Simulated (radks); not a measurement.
Values are calculated unless marked as measured or tabulated.
Level of theory: scalar-relativistic Kohn-Sham, r2SCAN, spin-polarised, spherical densities, finite nucleus; open shells are filled with parallel spins first (spin-orbit coupling, left out, can overturn this in heavy ions); meta-GGA in the generalised Kohn-Sham scheme; Fermi nuclear charge, rms radius of each element as measured or else 0.836 A^(1/3) + 0.57 fm (a radial shooting solver on a logarithmic mesh with Libxc functionals). Each species is in its NIST ground configuration. Rank W, Os, Au, Ta, Lu, Ir, Hg, Pt, Hf, Re by Delta-SCF ionisation energy (eV), largest first.

Answer. Hg 10.370, Au 9.548, Pt 9.510, Ir 8.820, Os 8.161, Re 7.269, W 7.155, Ta 7.020, Hf 6.934, Lu 5.281.
